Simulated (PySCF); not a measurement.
The second ionisation energy along the 5p block

Calculated with PySCF 2.14 from differences of total energies of unrestricted determinants, without spin-orbit coupling. Values in eV. The last column holds reference values (NIST; (s) semi-empirical, (t) theoretical, else measured). Unmarked ones compare directly (S terms, centres of terms, or small fine structure); those marked * lie between the lowest fine-structure levels and include a spin-orbit shift.

| element | configurations | UHF | LDA | PBE0 | MP2 (valence) | CCSD (valence) | CCSDT (valence) | reference |
| --- | --- | --- | --- | --- | --- | --- | --- | --- |
| In (aug-cc-pVDZ-PP with ECP28MDF, ECP) | [Kr] 4d10 5s2 → [Kr] 4d10 5s1 | 17.018 | 19.478 | 18.717 | 17.586 | 17.879 | 17.879 | 18.870 |
| Sb (aug-cc-pVDZ-PP with ECP28MDF, ECP) | [Kr] 4d10 5s2 5p2 → [Kr] 4d10 5s2 5p1 | 15.996 | 16.647 | 16.530 | 16.220 | 16.251 | 16.260 | 16.626 ± 0.025 * |
| Te (aug-cc-pVDZ-PP with ECP28MDF, ECP) | [Kr] 4d10 5s2 5p3 → [Kr] 4d10 5s2 5p2 | 18.353 | 18.936 | 18.859 | 18.659 | 18.625 | 18.630 | 18.6 ± 0.4 * |
| I (aug-cc-pVDZ-PP with ECP28MDF, ECP) | [Kr] 4d10 5s2 5p4 → [Kr] 4d10 5s2 5p3 | 17.602 | 18.977 | 18.674 | 17.985 | 18.020 | 18.034 | 18.750 |
| Xe (aug-cc-pVDZ-PP with ECP28MDF, ECP) | [Kr] 4d10 5s2 5p5 → [Kr] 4d10 5s2 5p4 | 20.109 | 21.387 | 21.126 | 20.625 | 20.608 | n/a | 20.975 (s) * |

Fill in the row of Sn (aug-cc-pVDZ-PP with ECP28MDF, ECP) ([Kr] 4d10 5s2 5p1 → [Kr] 4d10 5s2).

UHF 13.720; LDA 14.381; PBE0 14.245; MP2 (valence) 13.853; CCSD (valence) 13.922; CCSDT (valence) 13.937; reference 14.282 (eV).

"Valence" correlates the outer s and p shells and, in groups 3 to 12 and the f block, the outer d or f shell, open or full, or the next shell where the ion has no valence electron left; the wider scheme adds the next inner shell.
